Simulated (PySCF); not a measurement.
Cl3Y, SMILES [Cl][Y+]([Cl])[Cl] (connectivity only; charge and spin as stated), charge +1, multiplicity 2. Atoms are numbered in the order given.

```xyz
4

Y      0.0000     0.0000    -0.6357
Cl     1.8773     1.0839     0.4861
Cl    -1.8773     1.0839     0.4861
Cl     0.0000    -2.1677     0.4861
```
Charge +1, spin multiplicity 2.

Geometry: PBE0-D3(BJ)/def2-SVP. The geometry has at least one imaginary mode, so it is a saddle point at that level. The spin state was assumed, not searched. The def2 effective core potentials stand for the cores of Y; spin–orbit coupling is left out.

Calculation: B3LYP/def2-TZVPD in PySCF.

Mulliken values depend strongly on the basis, most of all with diffuse functions as here. ESP charges are fitted to the potential on shells at 1.4 to 2.0 van der Waals radii. Atomic charges (e):

```json
[
 {"atom": "Y1", "Mulliken": "1.56", "ESP fit": "…", "Mulliken spin": "-0.09"},
 {"atom": "Cl2", "Mulliken": "-0.19", "ESP fit": "…", "Mulliken spin": "0.36"},
 {"atom": "Cl3", "Mulliken": "-0.19", "ESP fit": "…", "Mulliken spin": "0.36"},
 {"atom": "Cl4", "Mulliken": "-0.19", "ESP fit": "…", "Mulliken spin": "0.36"}
]
```

Q: Complete the blanks. (An estimate is asked for; the answer gives what the named calculation found.)

A: 
- Y1, ESP fit: 1.46
- Cl2, ESP fit: -0.16
- Cl3, ESP fit: -0.16
- Cl4, ESP fit: -0.15
